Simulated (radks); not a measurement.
Ca17+, configuration [He] 2s1 (the NIST ground configuration).

Calculated with a radial shooting solver on a logarithmic mesh with Libxc functionals: Dirac Kohn-Sham, relativistic LDA (MacDonald-Vosko exchange, VWN5 correlation), spin-unpolarised, spherical densities, finite nucleus; Fermi nuclear charge, rms radius 3.4776 fm.

Energy parts (eV):
total: -11704.806
kinetic: 11807.704
electron-nucleus: -24108.502
Hartree: 923.893
exchange-correlation: -327.901

Orbitals (lengths in bohr, moments of r in powers of bohr):
orbital  occ.  eigenvalue (eV)  <1/r>
1s1/2       2        -4881.430  19.80
2s1/2       1        -1119.467  4.701
2p1/2       0        -1084.942  4.643
2p3/2       0        -1079.412  4.597
3s1/2       0        -475.7545  2.039

The highest occupied level is 2s1/2 at -1119.5 eV. For comparison, the ionisation energy in NIST's Atomic Spectra Database is 1157.7 eV (theoretical). In exact Kohn-Sham theory the highest level is minus the ionisation energy, but local and semilocal functionals leave it too shallow, through self-interaction and a potential that decays too fast; potentials with the right tail come closer.

Beside tabulated values, note that spin-unpolarised runs miss the spin-polarisation part of the exchange energy of open shells.
